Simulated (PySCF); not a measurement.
Se(Cl)(Me) (CH₃ClSe), SMILES C[Se]Cl. Geometry optimised at B3LYP-D3(BJ)/def2-TZVP.

Level of theory: B3LYP-D3(BJ)/def2-TZVP run with PySCF.

Harmonic wavenumbers (cm⁻¹): 167, 189, 400, 583, 910, 924, 1308, 1446, 1475, 3050, 3140, 3166. Rotational constants (GHz): 10.53, 3.605, 2.733; symmetry number 1.

Work out the zero-point energy and the ideal-gas rigid-rotor harmonic-oscillator thermochemistry at 298.15 K and 1 atm.

ZPE = ½ Σ hcν = ½ × 16758 cm⁻¹ = 100.24 kJ/mol. H − E(el) = 114.87 kJ/mol. Entropy in J/(mol K): translation 169.40, rotation 106.87, vibration 27.05, total 303.31. G − E(el) = 24.43 kJ/mol. Cp = 64.84 J/(mol K).
